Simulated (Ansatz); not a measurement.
Consider the ligand exchange at the Si–C bond: `C[SiH2]C[S][AlH2]` + PH₃ → `C[SiH2]P` + `C[S][AlH2]`.

Isolated molecules relaxed with PBE0-D4/def2-TZVP in Ansatz; ΔE leaves out vibrations. CBS: MP2 limit from def2 TZ/QZ plus the TZ coupled-cluster correction, frozen cores. This one scheme is used for every species. DFT in def2-TZVPP. B3LYP here is the variant with VWN-RPA as its local correlation; programs differ in this. Each species was taken in one conformer, which may not be the lowest.

(1) Is it downhill or uphill in electronic energy at CCSD(T)/CBS, and by how much? (Best estimate.)

(2) What do these levels give: r2SCAN-D4, B3LYP-D4, ωB97X-V, ωB97M-V, PBE0, B3LYP, SCS-MP2/def2-TZVPP, CCSD/def2-TZVPP, CCSD(T)/def2-TZVPP, SCS-MP2/def2-QZVPP, HF/CBS(def2), MP2/CBS(def2)? (Estimate.)

Largest T1 diagnostic among the species: 0.013.

Results:

(1) The calculation gave: Downhill: ΔE = -50.8 kJ/mol.

(2) The calculation gave: r2SCAN-D4 -55.2, B3LYP-D4 -55.6, ωB97X-V -52.6, ωB97M-V -46.9, PBE0 -60.7, B3LYP -63.6, SCS-MP2/def2-TZVPP -48.0, CCSD/def2-TZVPP -51.0, CCSD(T)/def2-TZVPP -49.0, SCS-MP2/def2-QZVPP -49.2, HF/CBS(def2) -65.1, MP2/CBS(def2) -46.9 kJ/mol.

The D4 term adds +8.0 kJ/mol with B3LYP and +4.7 kJ/mol with PBE0; it sums over pairs of atoms, weighted by their polarisabilities, and B3LYP, whose exchange is more repulsive, gets the larger term. In def2-TZVPP, CCSD(T) changes the Hartree–Fock value by +16.5 kJ/mol (the triples alone add +1.9 kJ/mol) and MP2 by +20.5 kJ/mol.
